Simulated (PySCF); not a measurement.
Bonding in `CB(C)c1ccccc1`

C8H11B.
Numbering: `[CH3:1][B:2]([CH3:3])[c:4]1[cH:5][cH:6][cH:7][cH:8][cH:9]1` (hydrogens: H10, H11, H12 on C1; H13, H14, H15 on C3; H16 on C5; H17 on C6; H18 on C7; H19 on C8; H20 on C9)

Cartesian coordinates in Å at the PBE0-D3(BJ)/def2-SVP level; atoms count from 1:
```xyz
20
C8H11B angstrom
C     -2.0817    1.1432   -1.0016
B     -1.3748    0.1082   -0.0468
C     -2.2953   -0.7978    0.8555
C      0.1903   -0.0148    0.0059
C      0.8311   -0.8872    0.9066
C      2.2179   -0.9945    0.9620
C      3.0076   -0.2330    0.1004
C      2.4037    0.6361   -0.8083
C      1.0162    0.7437   -0.8455
H     -2.3528    0.5877   -1.9209
H     -1.4756    2.0046   -1.3166
H     -3.0344    1.5095   -0.5875
H     -2.5081   -0.2129    1.7720
H     -1.8607   -1.7530    1.1835
H     -3.2764   -0.9916    0.3940
H      0.2276   -1.4957    1.5847
H      2.6878   -1.6757    1.6757
H      4.0969   -0.3174    0.1370
H      3.0190    1.2333   -1.4860
H      0.5597    1.4341   -1.5591
```

Bond orders from the PBE0/pcSseg-1 density (PySCF). Isolated species at its PBE0-D3(BJ)/def2-SVP geometry, gas phase.

**Question.** How far do the computed orders between heavy atoms stray from the drawn ones?

**Answer.** The largest departure is 0.091, at C4–C5 (drawn aromatic, 1.409) and C9–C4 (drawn aromatic, 1.409), counting aromatic bonds as 1.5. The bonds drawn aromatic range from 1.41 to 1.46.

**Question.** Give the Mayer order of every bond, beside its length.

**Answer.** 
| bond | drawn as | length (Å) | Mayer order |
| --- | --- | --- | --- |
| C1–B2 | single | 1.576 | 1.044 |
| B2–C3 | single | 1.576 | 1.044 |
| B2–C4 | single | 1.571 | 0.920 |
| C4–C5 | aromatic | 1.408 | 1.409 |
| C5–C6 | aromatic | 1.392 | 1.458 |
| C6–C7 | aromatic | 1.395 | 1.416 |
| C7–C8 | aromatic | 1.395 | 1.416 |
| C8–C9 | aromatic | 1.392 | 1.458 |
| C9–C4 | aromatic | 1.408 | 1.409 |
| C1–H10 | single | 1.108 | 0.921 |
| C1–H11 | single | 1.099 | 0.956 |
| C1–H12 | single | 1.102 | 0.958 |
| C3–H13 | single | 1.108 | 0.921 |
| C3–H14 | single | 1.100 | 0.955 |
| C3–H15 | single | 1.101 | 0.959 |
| C5–H16 | single | 1.093 | 0.963 |
| C6–H17 | single | 1.093 | 0.965 |
| C7–H18 | single | 1.093 | 0.965 |
| C8–H19 | single | 1.093 | 0.965 |
| C9–H20 | single | 1.093 | 0.963 |

Bonds between the same two heavy elements. B–C: lowest B2–C4 (0.920, 1.571 Å), highest C1–B2 and B2–C3 (1.044, 1.576 Å); in 2 of the 3 pairs the longer bond (by over 0.003 Å) has the higher order (by 0.02 or more). C–C: lowest C4–C5 and C9–C4 (1.409, 1.408 Å), highest C5–C6 and C8–C9 (1.458, 1.392 Å). Bonds named together lie within 0.004.

**Question.** Sum the orders of all bonds at each heavy atom with more than one neighbour and set the sums beside the valence in the SMILES.

**Answer.** C1 3.879 (drawn 4), B2 3.008 (drawn 3), C3 3.879 (drawn 4), C4 3.738 (drawn 4), C5 3.830 (drawn 4), C6 3.839 (drawn 4), C7 3.797 (drawn 4), C8 3.839 (drawn 4), C9 3.830 (drawn 4). Orders between atoms that aren't bonded are not in these sums.

For a closed shell the Mayer order of atoms A and B is Σ (PS)μν (PS)νμ over the basis functions μ on A and ν on B, with P the density and S the overlap matrix.
